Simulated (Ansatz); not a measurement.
Computed with Ansatz on PBE0-D4/def2-TZVP structures; ΔE is electronic, products minus reactants. CBS: MP2 limit from def2 TZ/QZ plus the TZ coupled-cluster correction, frozen cores. Functionals use def2-TZVPP. B3LYP here is the variant with VWN-RPA as its local correlation; programs differ in this. Each species was taken in one conformer, which may not be the lowest.

`B[SiH2]OCC` → `BC([SiH3])OC`  (isomerisation)

`B[SiH2]OCC`:

Z-matrix (Å, degrees):
```
Si
O 1 1.649
B 1 2.006 2 115.9
H 1 1.487 2 105.4 3 122.9
H 1 1.501 2 110.2 3 -120.5
C 2 1.413 1 122.1 3 60.4
H 3 1.197 1 124.4 2 -8.9
H 3 1.198 1 118.7 2 172.3
C 6 1.508 2 109.4 1 -174.0
H 6 1.099 2 109.7 1 64.9
H 6 1.099 2 110.1 1 -52.9
H 9 1.093 6 110.4 2 -179.5
H 9 1.092 6 110.5 2 60.4
H 9 1.092 6 110.4 2 -59.4
```

`BC([SiH3])OC`:

Z-matrix (Å, degrees):
```
Si
C 1 1.976
B 1 2.465 2 37.9
H 1 1.489 2 111.5 3 24.8
H 1 1.483 2 106.3 3 142.3
H 1 1.483 2 110.8 3 -97.0
O 2 1.397 1 112.0 3 -120.7
H 2 1.098 1 103.2 3 117.3
H 3 1.194 1 116.4 2 111.5
H 3 1.199 1 93.2 2 -121.7
C 7 1.403 2 114.0 1 -81.2
H 11 1.090 7 107.3 2 -178.5
H 11 1.098 7 111.2 2 -59.4
H 11 1.098 7 111.9 2 62.2
```

```json
{"level": "PBE-D4", "ΔE (kJ/mol)": "90.3", "difference from CCSD(T)/CBS": "-26.9"}
{"level": "r2SCAN-D4", "ΔE (kJ/mol)": "103.9", "difference from CCSD(T)/CBS": "-13.3"}
{"level": "B3LYP-D4", "ΔE (kJ/mol)": "110.4", "difference from CCSD(T)/CBS": "-6.8"}
{"level": "ωB97X-V", "ΔE (kJ/mol)": "114.1", "difference from CCSD(T)/CBS": "-3.1"}
{"level": "PBE", "ΔE (kJ/mol)": "93.3", "difference from CCSD(T)/CBS": "-23.9"}
{"level": "PBE0", "ΔE (kJ/mol)": "105.0", "difference from CCSD(T)/CBS": "-12.2"}
{"level": "MP2/def2-TZVPP", "ΔE (kJ/mol)": "115.6", "difference from CCSD(T)/CBS": "-1.6"}
{"level": "SCS-MP2/def2-TZVPP", "ΔE (kJ/mol)": "122.0", "difference from CCSD(T)/CBS": "4.8"}
{"level": "MP2/def2-QZVPP", "ΔE (kJ/mol)": "116.8", "difference from CCSD(T)/CBS": "-0.4"}
{"level": "SCS-MP2/def2-QZVPP", "ΔE (kJ/mol)": "123.5", "difference from CCSD(T)/CBS": "6.3"}
{"level": "CCSD(T)/CBS", "ΔE (kJ/mol)": "117.2", "difference from CCSD(T)/CBS": "0"}
```

Largest T1 diagnostic among the species: 0.013.

The D4 term adds −4.9 kJ/mol with B3LYP and −2.5 kJ/mol with PBE0; it sums over pairs of atoms, weighted by their polarisabilities, and B3LYP, whose exchange is more repulsive, gets the larger term. From PBE to PBE0 (25 % exact exchange), in def2-TZVPP and without D4, ΔE moves by +11.7 kJ/mol.
